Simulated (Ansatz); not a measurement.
C2H8AlClSi (`C[SiH2][Al]([CH3])[Cl]`) at its PBE0-D4/def2-TZVP geometry, where that method's forces vanish. Total charge 0; spin multiplicity 1.

```xyz
13

C     0.6345    1.9702    0.6868
Si   -0.1305    1.2736   -0.8874
Al   -0.5389   -1.1425   -0.7986
C    -0.1318   -2.3286    0.6888
Cl   -1.4231   -1.9930   -2.5204
H     1.5972    1.4983    0.8956
H    -0.0164    1.7985    1.5470
H     0.7977    3.0462    0.5951
H     0.7639    1.5714   -2.0461
H    -1.4194    1.9755   -1.1648
H    -0.3767   -3.3702    0.4714
H    -0.6870   -2.0269    1.5836
H     0.9305   -2.2725    0.9492
```

(1) What forces (eV/Å) does ωB97M-V/def2-TZVPP give on these atoms in Ansatz 0.2.0? (Best estimate.)

Results:

(1) Ansatz gave: 
```
C1   0.017  0.028  0.028
Si2 -0.050  0.005 -0.128
Al3  0.042  0.094  0.061
C4   0.005 -0.009  0.016
Cl5 -0.014 -0.011 -0.029
H6  -0.067  0.035 -0.010
H7   0.048  0.013 -0.057
H8  -0.010 -0.086  0.014
H9  -0.091 -0.031  0.122
H10  0.133 -0.074  0.031
H11  0.020  0.074  0.021
H12  0.041 -0.028 -0.057
H13 -0.074 -0.011 -0.012
```
